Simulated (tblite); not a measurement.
A tight-binding relaxation on `C=[C]1C[NH][Ge@@H]1[C]#CCC`.

Computed with GFN2-xTB geometry optimisation, gas phase (tblite 0.8.0). Start geometry: from a force field or distance geometry. A driver script takes a list of jobs; this job's settings line and coordinates (Å) are shown.

Command:
```bash
OMP_NUM_THREADS=1 python probes_run.py task.json out
```

Input:
```
{"job": {"kind": "relax", "xc": "GFN2-xTB", "basis": "xTB"}, "charge": 0, "multiplicity": 1}
C     -3.044500    -0.414100    -0.449500
C     -2.280100     0.612100    -0.105500
C     -2.002000     2.035000    -0.572700
N     -0.992400     2.557900     0.333700
Ge    -0.957400     0.962300     1.252600
C      0.642600     0.011000     0.922300
C      1.668200    -0.592500     0.713200
C      2.914200    -1.330500     0.466000
C      2.879200    -1.976000    -0.920300
H     -3.732000    -0.314400    -1.287600
H     -3.016300    -1.343900     0.104700
H     -1.618800     2.023400    -1.612000
H     -2.949600     2.645200    -0.519800
H     -1.436600     3.243600     0.980500
H     -1.489500     1.053700     2.701300
H      3.765400    -0.635000     0.541500
H      3.026500    -2.121500     1.236900
H      2.768900    -1.197100    -1.705100
H      2.024300    -2.682300    -0.992300
H      3.824900    -2.526100    -1.090900
```

Output:
```
step      E/eV     max force
  0    -688.22453    2.502
  1    -688.37748    0.717
  2    -688.43376    0.670
  3    -688.47610    1.321
  4    -688.49449    1.736
  5    -688.52532    0.606
  6    -688.55488    0.692
  7    -688.58238    0.855
  8    -688.60830    0.523
  9    -688.62443    0.285
... (107 lines left out)
117    -688.74352    0.012
118    -688.74354    0.011
119    -688.74358    0.024
120    -688.74361    0.027
121    -688.74365    0.019
122    -688.74368    0.011
123    -688.74370    0.014
124    -688.74373    0.020
125    -688.74376    0.017
126    -688.74378    0.009
```

«max force» is the largest atomic force in eV/Å.

From which step on does the largest force stay under 0.1 eV/Å, and how much energy is left to gain from there?

From step 48 (0.064 eV/Å), 9.2 meV above the end.

Summary of the converged run: energy lowered by 12.0 kcal/mol over 126 steps; largest atomic force 0.009 eV/Å at the end.

Estimate the wall time. Hardware: one thread of an Arm Neoverse N1, on a shared host.

About 1.8 s.
Labels such as C1 count atoms from 1, the log's own numbers from 0.
